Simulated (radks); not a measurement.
Spin polarisation of the 5p1 shell in the antimony ion Sb2+. Start: [Kr] 4d10 5s2 5p(up 0.5, down 0.5); electrons of 5p are moved from spin down to spin up, other shells keep equal spins. All-electron calculation, scalar-relativistic Kohn-Sham, PBE, spin-polarised, spherical densities, point nucleus. Program: a radial shooting solver on a logarithmic mesh with Libxc functionals.

moment (Bohr magnetons),E - E(0) (eV),e(5p up) (eV),e(5p down) (eV),5s down minus up (eV),4d down minus up (eV)
0,0.000,-20.082,-20.082,0.000,0.000
0.25,-0.015,-20.197,-19.961,0.223,0.036
0.5,-0.059,-20.308,-19.834,0.446,0.072
0.75,-0.133,-20.413,-19.703,0.668,0.108
1,-0.237,-20.514,-19.565,0.890,0.144

At moment 1 the spin-polarisation energy is -0.237 eV and the 5p exchange splitting 0.949 eV, that is 0.949 eV per Bohr magneton; E = -I m^2/4 would give I = 0.947 eV.
